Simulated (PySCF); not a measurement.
AlOBr, SMILES [Br][Al]=[O].

The structure is a stationary point at r2SCAN-D4/def2-TZVP.

Two levels are set side by side: PBE/def2-TZVPD (PySCF) and ωB97X/def2-TZVPD (PySCF). Same geometry, gas phase. Differences are taken from unrounded values.

```tsv
quantity	ωB97X
orbital gap (eV)	9.49
highest occupied level (eV)	-10.28
lowest empty level (eV)	-0.79
dipole moment (D)	4.66
mean polarisability (bohr³)	51.7
```

Task: What does PBE give, and how far is it from ωB97X? (The exact figures need the calculation; the answer reports its results.)

Result: 
```json
[
 {"quantity": "orbital gap (eV)", "PBE": "3.01", "PBE minus ωB97X": "-6.48"},
 {"quantity": "highest occupied level (eV)", "PBE": "-6.55", "PBE minus ωB97X": "3.73"},
 {"quantity": "lowest empty level (eV)", "PBE": "-3.55", "PBE minus ωB97X": "-2.75"},
 {"quantity": "dipole moment (D)", "PBE": "4.08", "PBE minus ωB97X": "-0.57"},
 {"quantity": "mean polarisability (bohr³)", "PBE": "56.0", "PBE minus ωB97X": "4.3"}
]
```

Without exact exchange PBE keeps part of each electron's self-repulsion, which lifts occupied levels and narrows the gap. Loosely held outer electrons make PBE densities more polarisable. Differences between two approximate levels are no errors against the true value.

Rough cost on one machine, each run with all the roots and properties that it gave: ωB97X against PBE within a factor of 2.
